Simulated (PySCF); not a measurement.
## First hyperpolarisability: SMILES CN(C)/C([O-])=C/C=O, [C$_{5}$H$_{8}$NO$_{2}$]-, charge -1

Cartesian coordinates in Å; atom numbers follow the order of the lines, from 1:
```xyz
16

C    -1.151    1.232    0.828
N    -0.975    0.043    0.057
C    -2.004   -0.944    0.160
C     0.293   -0.375   -0.444
O     0.335   -1.472   -1.021
C     1.396    0.506   -0.238
C     2.677    0.216   -0.756
O     3.713    0.885   -0.639
H    -0.608    2.075    0.377
H    -0.810    1.145    1.884
H    -2.222    1.502    0.851
H    -1.682   -1.798   -0.451
H    -2.976   -0.565   -0.213
H    -2.167   -1.296    1.203
H     1.303    1.426    0.342
H     2.704   -0.748   -1.335
```

Total charge -1.

Computed, not measured: PySCF 2.14.0, quadratic response CAM-B3LYP/aug-cc-pVDZ first hyperpolarisability, Taylor convention, gas phase. Geometry: PBE0-D3(BJ)/def2-SVP.

For a gas-phase anion, states above the detachment energy (about 2.3 eV, taken as minus the energy of the highest occupied orbital) lie in the continuum and depend on the basis.

**Question.** Give β for the processes computed.

**Answer.** In au, Taylor convention; the vector part is βᵢ = ⅓ Σⱼ (βᵢⱼⱼ + βⱼᵢⱼ + βⱼⱼᵢ):
```
                   process  λ (nm)  β vector norm  β HRS  depolarisation ratio
           static β(0;0,0)       ∞          759.5  337.4                  4.07
second harmonic β(−2ω;ω,ω)    1907          879.9  386.8                  4.17
         Pockels β(−ω;ω,0)    1907          796.0      –                     –
second harmonic β(−2ω;ω,ω)    1064         1340.2  575.6                  4.48
         Pockels β(−ω;ω,0)    1064          889.7      –                     –
```

**Question.** Which lowest excitations and polarisabilities go with it?

**Answer.** S1 3.27 eV (f = 0.012); S2 3.75 eV (f = 0.001); S3 3.87 eV (f = 0.022); isotropic α 98.3 au static, 98.9 au at 1907 nm, 100.2 au at 1064 nm, 100.7 au at 953.5 nm, 107.6 au at 532 nm.
